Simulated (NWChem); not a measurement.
# CH$_{8}$N$_{2}$Si$_{2}$; SMILES C[SiH]1N[SiH2]N1

```xyz
13

C     -0.0286    -2.3275     0.6229
Si     0.0292    -0.8130    -0.4705
N      1.2036     0.4203    -0.0534
Si    -0.0180     1.6392     0.2182
N     -1.1917     0.4037    -0.1574
H      0.8619    -2.9570     0.4627
H     -0.0698    -2.0454     1.6857
H     -0.9116    -2.9447     0.3887
H      0.1156    -1.2842    -1.8923
H      2.1899     0.4991    -0.2542
H      0.0398     2.8142    -0.7111
H     -0.1061     2.2000     1.6058
H     -2.1893     0.3476    -0.0162
```
Atoms are numbered in this order, from 1.

Results from NWChem. Pople sets run with spherical d functions. The geometry was optimised at PBE0/def2-SVP. Level PBE0/6-31G*: energy and gradient; each run changes one setting, and changes count from the defaults (medium grid, exact Coulomb integrals, symmetry on).

Problem. Which setting moves the energy most, and by about how much (coarse grid; extra-fine grid; defaults; tight SCF thresholds and tolerances)?

Solution. coarse grid, by about 60 μHa.
```tsv
setting	size of the energy change (μHa)	largest change of a gradient component (μHa/bohr)
defaults	< 10	< 30
coarse grid	60	500
tight SCF thresholds and tolerances	< 10	< 30
extra-fine grid	< 10	50
```
